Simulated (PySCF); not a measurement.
This PySCF input asks for the NMR shieldings of `FB(F)[C@H]([SiH3])[SiH2][SiH3]`, CH9BF2Si3; the geometry comes from GFN2-xTB.

```python
import basis_set_exchange as bse
import numpy as np
from pyscf import gto, dft
from pyscf.prop import nmr

atoms = """
F    -2.166769    2.481733   -0.780677
B    -1.876135    1.401934   -0.067161
F    -2.621899    1.289592    1.025348
C    -0.758325    0.404332   -0.428406
Si   -1.363517   -1.404563   -0.366120
Si    0.720086    0.730018    0.765841
Si    2.582595   -0.419267    0.023560
H    -0.395700    0.609857   -1.438985
H    -1.767364   -1.758884    0.993482
H    -0.247095   -2.249043   -0.804345
H    -2.498642   -1.579749   -1.277353
H     0.283724    0.373549    2.123344
H     0.950587    2.185830    0.804416
H     2.875286   -0.208158   -1.398646
H     2.501260   -1.869670    0.216543
H     3.774311    0.021432    0.752034
"""
names = dict.fromkeys(["F", "B", "C", "Si", "H"], "pcSseg-1")
basis = {el: gto.basis.parse(bse.get_basis(n, elements=[el], fmt="nwchem")) for el, n in names.items()}
mol = gto.M(atom=atoms, basis=basis, charge=0, verbose=0)
mf = dft.RKS(mol, xc="PBE0")
mf.grids.level = 2
mf.grids.alignment = dft.numint.BLKSIZE   # the property module wants whole blocks of grid points
mf.conv_tol = 1e-9
mf.kernel()

calc = nmr.RKS(mf)   # GIAO
C = mf.mo_coeff
Co = C[:, mf.mo_occ > 0]
resp = mf.gen_response(singlet=True, hermi=2)
def vind(x):   # induced exchange potential for any number of trial vectors
    d = np.einsum("pi,xij,qj->xpq", C, 2 * x.reshape(-1, C.shape[1], Co.shape[1]), Co, optimize=True)
    return np.einsum("xpq,pi,qj->xij", resp(d - d.transpose(0, 2, 1)), C, Co, optimize=True).ravel()
mo1, _ = nmr.rhf.solve_mo1(calc, with_cphf=vind)
sigma = calc.kernel(mo1)
for i, s in enumerate(sigma):   # ppm
    print("%2d %-2s %9.2f" % (i, mol.atom_pure_symbol(i), np.trace(s) / 3))
```

Task: Give the expected output.

Result: 
```
 0 F     243.51
 1 B      71.91
 2 F     248.17
 3 C     196.80
 4 Si    421.16
 5 Si    421.68
 6 Si    467.14
 7 H      31.89
 8 H      27.66
 9 H      27.72
10 H      27.59
11 H      27.52
12 H      27.41
13 H      28.28
14 H      28.05
15 H      28.29
```

These numbers come from an equivalent density-fitted implementation of the same equations, which agrees with the script to about 0.01 ppm for H and up to a few tenths of a ppm for heavy atoms, so last digits may differ.

Size and cost of the density-fitted run: 185 basis functions, 30 s wall time on 1 thread of an Arm Neoverse V2, shared host; peak memory 0.87 GiB.
